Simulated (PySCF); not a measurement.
Two species compared at the same levels of theory.

First species: C3H11ClOSi2.
SMILES: `C[C@@]([SiH3])(Cl)CO[SiH3]`

Second species: C3H11NOSi2.
Numbering: `[SiH3:1][O:2][SiH2:3][NH:4][CH:5]1[CH2:6][CH2:7]1` (hydrogens: H8, H9, H10 on Si1; H11, H12 on Si3; H13 on N4; H14 on C5; H15, H16 on C6; H17, H18 on C7)

Levels: CAM-B3LYP/def2-SVPD for dipole moment, HOMO energy, LUMO energy, HOMO–LUMO gap, static isotropic polarisability and electronic spatial extent ⟨r²⟩ about the centre of nuclear charge; TDDFT CAM-B3LYP/def2-SVPD for lowest singlet excitation; TDA CAM-B3LYP/def2-SVPD for lowest triplet excitation (Tamm–Dancoff); GFN2-xTB for rotational constant A and rotational constant C. Geometries: GFN2-xTB. Each structure is a single optimised conformer of the isolated species, non-relativistic unless stated; the electronic structure was computed with PySCF and density fitting.

The conformers computed, where there is a choice (atom-mapped SMILES and torsion angles):
- `[CH3:1][C@@:2]([SiH3:3])([Cl:4])[CH2:5][O:6][SiH3:7]`: C1–C2–C5–O6 87°, C2–C5–O6–Si7 -162°
- `[SiH3:1][O:2][SiH2:3][NH:4][CH:5]1[CH2:6][CH2:7]1`: Si1–O2–Si3–N4 53°, O2–Si3–N4–C5 45°, Si3–N4–C5–C6 117°

```csv
property,column X,column Y
dipole moment,2.22 D,1.15 D
HOMO energy,-9.27 eV,-7.76 eV
LUMO energy,0.76 eV,1.03 eV
HOMO–LUMO gap,10.03 eV,8.79 eV
lowest singlet excitation,6.88 eV,5.94 eV
lowest triplet excitation (Tamm–Dancoff),6.23 eV,5.73 eV
static isotropic polarisability,105.8 au,94.3 au
electronic spatial extent ⟨r²⟩ about the centre of nuclear charge,1685 bohr²,1540 bohr²
rotational constant A,2.344 GHz,2.976 GHz
rotational constant C,0.722 GHz,0.771 GHz
```

(1) Which column belongs to which species?

(2) How does each property change from the first species to the second?

## Answers

(1) Column X is the first species and column Y the second. The first has 18 atoms and 82 electrons, the second 18 and 72.

(2) dipole moment -1.07 D; HOMO energy +1.51 eV; LUMO energy +0.27 eV; HOMO–LUMO gap -1.24 eV; lowest singlet excitation -0.94 eV; lowest triplet excitation (Tamm–Dancoff) -0.50 eV; static isotropic polarisability -11.5 au; electronic spatial extent ⟨r²⟩ about the centre of nuclear charge -145 bohr²; rotational constant A +0.632 GHz; rotational constant C +0.049 GHz.

On the first: S1 lies 3.15 eV below the HOMO–LUMO gap. A dipole of 2.22 D is allowed in C1, and pure rotational transitions are dipole-allowed.

On the second: No computed singlet falls in the visible range (750 to 380 nm, 1.65 to 3.26 eV); S1 lies 2.68 eV above its blue end. The polarisability is 13.97 Å³ as a volume (1 au = 0.148185 Å³), or 1.31 au for each of the 72 electrons.
